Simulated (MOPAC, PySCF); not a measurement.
H$_{8}$N$_{4}$Sn, SMILES `[NH2][Sn]([NH2])([NH2])[NH2]`, neutral singlet in the gas phase. 

Cartesian coordinates (Å):
SMILES: [Sn]([NH2])([NH2])([NH2])[NH2]
```xyz
13

N      0.2179     0.4157     1.9816
Sn     0.0000     0.0000     0.0000
N     -1.6834    -1.1459    -0.0129
N      1.6175    -0.9366    -0.8086
N     -0.1519     1.6668    -1.1601
H     -0.6363     0.7823     2.3985
H      0.9603     1.0866     2.1692
H     -1.8855    -1.5476    -0.9264
H     -1.6360    -1.9145     0.6540
H      2.4215    -0.3174    -0.8973
H      1.9168    -1.7493    -0.2732
H     -0.1494     1.4496    -2.1554
H     -0.9914     2.2104    -0.9693
```
Charge 0, multiplicity 1.

All levels are single points at this geometry (PBE0-D4/def2-SVP); Pople sets use spherical d functions. Orbital energies aren't observables, and empty levels follow the basis.

```tsv
level	HOMO (eV)	LUMO (eV)	gap (eV)	dipole (D)	vertical IE, Delta-SCF (eV)
B3LYP-D3(BJ)/def2-TZVP in PySCF	-6.89	-0.75	6.14	0.00	8.86
PBE-D3(BJ)/def2-TZVP in PySCF	-5.70	-1.30	4.40	0.00	–
PBE0-D4/def2-TZVP in PySCF	-7.14	-0.39	6.75	0.00	8.96
SVWN5/6-31G* (LANL2DZ on Sn) in PySCF	-5.33	-0.66	4.67	0.00	–
HF/6-31G* (LANL2DZ on Sn) in PySCF	-10.52	4.02	14.54	0.00	–
PM6 in MOPAC	-9.38	0.16	9.54	0.00	–
```
